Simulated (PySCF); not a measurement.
C5H7N2P.
Z-matrix (Å and degrees, GFN2-xTB geometry), rows numbered from 1:
```
C 
N   1  1.3052
N   2  1.3192  1  110.41
C   3  1.4253  2  119.75  1   179.15
C   4  1.5004  3  118.53  2   118.90
C   5  1.4972  4   59.96  3  -107.75
C   3  1.3467  2  115.94  1     0.17
P   7  1.7205  3  112.28  2    -0.22
H   1  1.0756  2  118.48  3  -179.96
H   4  1.0854  3  113.31  2   -95.35
H   5  1.0796  4  117.66  6   108.07
H   5  1.0790  4  118.02  6  -109.04
H   6  1.0785  4  116.93  5  -108.62
H   6  1.0783  4  118.07  5   109.21
H   7  1.0753  3  119.05  2   179.93
```

Method: PySCF, TDDFT wB97X-D/def2-SVPD, vertical, gas phase, core orbitals frozen in the response.

Q: What does the calculation give for the low-lying excited states?

A: 

| state | λ (nm) | E (eV) | f | main configurations (H = HOMO, L = LUMO) |
| --- | --- | --- | --- | --- |
| S1 | 218.5 | 5.68 | 0.165 | H→L (86%) |
| S2 | 215.2 | 5.76 | 0.015 | H-1→L (90%) |
| S3 | 203.7 | 6.09 | 0.0081 | H→L+1 (54%), H-2→L (37%) |
| S4 | 195.5 | 6.34 | 0.0003 | H-1→L+1 (81%) |
| S5 | 189.7 | 6.54 | 0.0022 | H→L+3 (47%), H→L+2 (17%), H→L+5 (15%) |
| S6 | 184.5 | 6.72 | 0.111 | H-2→L (53%), H→L+1 (29%) |
| S7 | 174.9 | 7.09 | 0.017 | H-3→L (51%), H→L+2 (20%) |
| S8 | 170.8 | 7.26 | 0.076 | H-3→L (33%), H→L+2 (28%), H→L+4 (10%) |

Triplets (Tamm–Dancoff): T1 3.92 eV, H→L (88%); T2 4.98 eV, H-2→L (61%), H-2→L+1 (14%); T3 5.20 eV, H→L+1 (82%), H-2→L (10%).

The lowest singlet comes at 218 nm (548 kJ/mol) in the ultraviolet; it is strong; its leading configuration is HOMO→LUMO (86%). The lowest level is also the most intense of those listed (f = 0.165). Löwdin shares by element: HOMO phosphorus 39%, carbon 32% or more, nitrogen 13% or more (atoms not listed hold the other 15%); LUMO carbon 35% or more, phosphorus 31%, nitrogen 16% or more (atoms not listed hold the other 18%). Orbital energies (eV): HOMO-3 -10.80, HOMO-2 -9.62, HOMO-1 -9.47, HOMO -8.65, LUMO 1.14, LUMO+1 2.06, LUMO+2 2.35. The listed states span 1.58 eV, and the widest gap between neighbours is 0.37 eV (S6 to S7). Weighted by f, the mean energy of these states is 6.35 eV. The window holds the lowest 8 singlets.

One conformer stands for the species.
